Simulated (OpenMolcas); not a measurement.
## Ni2+ in CaF2

Ni2+ with its 8 nearest fluoride ions at 2.212 Å, on the Ca site of CaF2 (a = 5.46294 Å, distance in the model lattice 2.366 Å). The rest of the host is ab initio model potentials to 7.6 Å and point charges beyond; the distance is set by hand and nothing relaxes. Ligand basis ANO-RCC-VDZP.
```
Ni    0.0000    0.0000    0.0000
F     1.2771    1.2771    1.2771
F     1.2771    1.2771   -1.2771
F     1.2771   -1.2771    1.2771
F     1.2771   -1.2771   -1.2771
F    -1.2771    1.2771    1.2771
F    -1.2771    1.2771   -1.2771
F    -1.2771   -1.2771    1.2771
F    -1.2771   -1.2771   -1.2771
```

```json
{
 "Program": "OpenMolcas",
 "Method": "SS-CASPT2, IPEA 0.25 Eh, imaginary shift 0.1 Eh (closed shells correlated: 3s 3p and the ligand valence shells)",
 "Basis": "ANO-RCC-VTZP [6s5p3d2f1g]",
 "Scalar Hamiltonian": "DKH2, point nucleus",
 "Active space": "8 electrons in 5 orbitals (3d)",
 "State averaging": "2S+1 = 3 even, 10 roots; 2S+1 = 1 even, 15 roots",
 "Spin-orbit coupling": "state interaction with AMFI integrals over the reference wave functions"
}
```

The lowest spin-free states (labels of O, the rotations of Oh), above the lowest:

```csv
State,Degeneracy,E (cm-1),Free-ion L (%)
3T1,3,0,F (100)
3T2,3,2600,F (100)
3A2,1,7640,F (100)
1T2,3,12470,D (98)
1E,2,13810,D (91)
3T1,3,17480,P (100)
1T2,3,21640,G (98)
1A1,1,23820,G (99)
1T1,3,24220,G (100)
1E,2,25070,G (91)
1A1,1,52010,S (99)
```

The lowest levels with spin-orbit coupling:

```
E (cm-1)  Degeneracy  Label  2S+1
       0           1     A1     3
     370           3     T1     3
     970           2      E     3
    1310           3     T2     3
    3570           3     T1     3
    3700           3     T2     3
    3880           2      E     3
    3940           1     A2     3
    8740           3     T2     3
   13450           3     T2     1
   14640           2      E     1
   18330           3     T2     3
   18410           2      E     3
   18820           3     T1     3
   19070           1     A1     3
   22680           3     T2     1
   24850           1     A1     1
   25250           3     T1     1
   26110           2      E     1
   53090           1     A1     1
```

Powder χT (cm3 K/mol): 0.0272 at 2 K, 0.136 at 10 K, 0.68 at 50 K, 1.34 at 100 K, 2.22 at 200 K, 2.59 at 300 K. The effective moment at 300 K is 2.828 √(χT) = 4.55 μB.

The lowest level has 2S+1 = 3, for which the spin-only value is χT = S(S+1) / 2 = 1.000 cm3 K/mol (g = 2). The computed 2.591 at 300 K differs by +1.591, through orbital momentum, spin-orbit coupling and any other state in reach. With a threefold ground state the orbital momentum is unquenched, so the spin-only value is not expected to hold.

Roots that are degenerate in the reference are averaged as groups; the widest CASPT2 spread within a group is 870 cm-1 (the 3-fold group of multiplicity 1 near 24200 cm-1 above the lowest state of its run). Shifts and gaps below about the spread of the groups concerned are not significant. Over all roots computed the reference weight is 0.68 to 0.69; a low but even weight reflects the number of correlated electrons. An orbital triplet at a regular site is open to Jahn-Teller coupling, which can distort the site and quench the lowest spin-orbit gaps and is left out. A single d shell leaves out the double-shell effect, which counts most for late 3d ions, where the CASPT2 field can be off either way by tens of per cent. Ligand-to-metal charge-transfer states are missing. These CASPT2 states fit no ligand-field parameters well, so their order and spin gaps are uncertain. For late 3d ions with one d shell CASPT2 can put B and the spin-flip bands somewhat low as well as high. With one d shell and no ligand orbital active, 10Dq can be off by tens of per cent for divalent 3d ions, low with halides held by bare charges and at times high in hosts. Free-ion shares, where given, are those of the reference states; single-state CASPT2 does not remix them. No measured value stands beside these numbers; the geometry was set by hand and not optimised.
